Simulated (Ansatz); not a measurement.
Two isomers of C3H9NSi: A = `C=CN(C)[SiH3]`, B = `CNC1C[SiH2]1`.

Isolated molecules relaxed with PBE0-D4/def2-TZVP in Ansatz; ΔE leaves out vibrations. CBS: MP2 limit from def2 TZ/QZ plus the TZ coupled-cluster correction, frozen cores. Functionals use def2-TZVPP. B3LYP here is the variant with VWN-RPA as its local correlation; programs differ in this. One conformer a species, not always the lowest.

Question: Which is lower in electronic energy at CCSD(T)/CBS, and by how much? (An estimate is asked.)

Answer: Computed: A, by 28.3 kcal/mol.

Question: Give E(B) − E(A) in kcal/mol with B3LYP-D4, HF/def2-TZVPP, LDA (SPW92), BLYP-D4, MP2/def2-TZVPP, CCSD(T)/def2-TZVPP, CCSD(T)/def2-SVP. (An estimate is asked.)

Answer: The calculation gave: B3LYP-D4 31.2, HF/def2-TZVPP 35.9, LDA (SPW92) 22.4, BLYP-D4 31.8, MP2/def2-TZVPP 27.8, CCSD(T)/def2-TZVPP 28.7, CCSD(T)/def2-SVP 28.3. None reverses the order clearly.

Question: Does the order hold for the free energy at 298.15 K (harmonic terms from PBE0-D4)? (Estimate.)

Answer: Ansatz gave: Yes: G(B) − G(A) = +30.7 kcal/mol, for one conformer each. Modes under 60 cm⁻¹, often nearly free rotors, make the harmonic entropy too high.

Largest T1 diagnostic: 0.012.

In def2-TZVPP, CCSD(T) changes the Hartree–Fock value by −7.3 kcal/mol (the triples alone add −0.3 kcal/mol) and MP2 by −8.1 kcal/mol. Leaving LDA and LC-ωPBE aside and taking each functional with its dispersion term where it has one, the values, not all of them listed here, spread over 7.2 kcal/mol, from HSE06-D4 to BHLYP-D4. LDA lies −2.0 kcal/mol from PBE without D4.
